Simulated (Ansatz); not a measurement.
Frontier orbitals of C₂H₈OSSi (`CO[SiH2]SC`).

```xyz
13

C    -0.4627   -0.9067    1.8729
O    -0.1236   -1.2927    0.5590
Si   -0.8318   -0.6492   -0.7729
S    -0.5490    1.4454   -0.9446
C     1.2567    1.4834   -1.1553
H    -0.3195    0.1687    2.0220
H    -1.5051   -1.1541    2.1035
H     0.1847   -1.4489    2.5637
H    -0.1970   -1.3639   -1.9041
H    -2.3089   -0.8166   -0.7435
H     1.5415    2.5292   -1.2641
H     1.5535    0.9393   -2.0516
H     1.7611    1.0661   -0.2849
```

Charge 0, multiplicity 1. The structure was optimised at the PBE0-D4/def2-TZVP level. It is one conformer, not always the lowest. Basis def2-TZVPP, the Gaussian-basis code of Ansatz.

```json
{"functional": "revPBE", "HOMO (eV)": "-5.80", "LUMO (eV)": "-0.42"}
```

(1) Give HOMO and LUMO (eV) with LDA (SPW92), PBE, BLYP, r2SCAN, B97M-V, PBE0, B3LYP, r2SCANh, r2SCAN0, HSE06 (plane-wave form), BHLYP, CAM-B3LYP, LC-ωPBE, ωB97X-V, ωB97M-V, HF. (An estimate is asked.)

Answers

(1) The calculation gave: 
```tsv
functional	HOMO	LUMO
LDA (SPW92)	-5.97	-0.73
PBE	-5.85	-0.52
BLYP	-5.68	-0.40
r2SCAN	-6.10	-0.18
B97M-V	-6.24	-0.34
PBE0	-7.06	0.41
B3LYP	-6.81	0.17
r2SCANh	-6.55	0.16
r2SCAN0	-7.23	0.63
HSE06 (plane-wave form)	-6.66	0.03
BHLYP	-8.13	1.30
CAM-B3LYP	-8.37	1.42
LC-ωPBE	-9.77	2.64
ωB97X-V	-9.42	2.46
ωB97M-V	-9.26	2.16
HF	-9.83	3.51
```

B3LYP here is the variant with VWN-RPA as its local correlation; programs differ in this. LC-ωPBE has ω = 0.4 bohr⁻¹. Positive LUMOs are unbound and depend on the basis.
